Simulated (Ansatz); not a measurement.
Match the barriers

Saddle point of BSiH₅OF₂, singlet (SiH₄O ([OH][SiH3]) + BHF₂ ([F][BH][F]) → BSiH₃OF₂ ([F][B]([F])[O][SiH3]) + H₂; bonds formed: H2–H5; dative contacts that become bonds: B1–O6; bonds broken: B1–H2, H5–O6), PBE0-D4/def2-TZVP structure:

B1  (0.099, -1.377, 0.136)
H2  (1.239, -1.570, -0.601)
F3  (-0.777, -2.349, -0.133)
F4  (0.432, -1.172, 1.426)
H5  (0.803, -0.647, -0.909)
O6  (-0.214, -0.064, -0.608)
Si7  (-0.362, 1.476, 0.050)
H8  (0.909, 1.862, 0.706)
H9  (-1.478, 1.462, 1.020)
H10  (-0.650, 2.379, -1.086)
(Å)

Program: Ansatz 0.2.0. Basis: def2-TZVPP, with def2-QZVPP for the basis limit. Cores are frozen in the correlated methods. B3LYP uses VWN-RPA correlation. Extrapolation: Hartree–Fock as exp(−7.88 √X), correlation as X^−2.97. Four methods, as single points on the PBE0-D4 structures, gave these electronic barriers from the start structure: 0.758, 1.155, 1.327, 1.633 eV.

Q: The methods were, in alphabetical order, B3LYP-D4, BHLYP-D4, HF, SPW92. Which gave which? (Judge from chemistry; the calculation decides.)

A: By the calculation: SPW92 0.758; B3LYP-D4 1.155; BHLYP-D4 1.327; HF 1.633 eV. For comparison, CCSD(T) at an estimated basis limit (MP2 extrapolated from triple and quadruple zeta, plus CCSD(T) − MP2 in triple zeta) gives 1.237 eV.

T1 diagnostic: at most 0.013.

The step is the kind of ligand exchange by which a precursor binds to a hydroxyl group, or is hydrolysed, in atomic layer deposition of oxides.

Labels in which every atom is bracketed show which atoms are joined, not bond orders.

For scale, one of the runs: CCSD(T)/def2-TZVPP, 236 basis functions, launched by `ansatz run in.yaml --threads 4 --pin off --events-out ev --progress --plain --max-ram 9574MiB`. Time: 2.4 min of wall clock on 4 CPU threads of an Arm Neoverse V1; the host was shared. Peak host memory: 4.6 GiB.
